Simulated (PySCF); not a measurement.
# Polarisability and C₆ of Sr (strontium, neutral)

[Kr] 5s2, closed-shell 1S. Calculation: PySCF 2.14, in dyall-av2z (22s16p11d, 125 functions); the non-relativistic Hamiltonian (point nucleus). Coupled (time-dependent) response in atomic units; α is the mean over directions. A double-zeta set is small for polarisabilities.

```json
{"method": "UHF", "mean α (bohr³)": "246.0", "C₆ (like pair)": "4380", "S(−4)": "28420"}
{"method": "PBE", "mean α (bohr³)": "206.7", "C₆ (like pair)": "3386", "S(−4)": "20220"}
{"method": "PBE0", "mean α (bohr³)": "214.2", "C₆ (like pair)": "3575", "S(−4)": "21570"}
```

S(−4) is the Cauchy moment in α(ω) = α(0) + S(−4) ω² + …

Reference α: 197.2 ± 0.2 bohr³ (recommended; Schwerdtfeger and Nagle, table of static dipole polarizabilities (2023 update)). Published C₆: 3175 (Chu and Dalgarno (2004); Tang, Norbeck and Certain (1976)).

Hartree-Fock lies above the reference because it lacks correlation, which contracts the outer shell.

α(iu) at PBE:

```tsv
u (hartree)	α(iu) (bohr³)
0	206.7
0.0500	166.4
0.100	106.3
0.200	46.29
0.300	25.98
0.500	12.85
0.750	7.627
1.00	5.255
1.50	2.976
2.00	1.906
3.00	0.9641
5.00	0.3876
```

A non-relativistic calculation at this Z misses sizeable relativistic shifts.
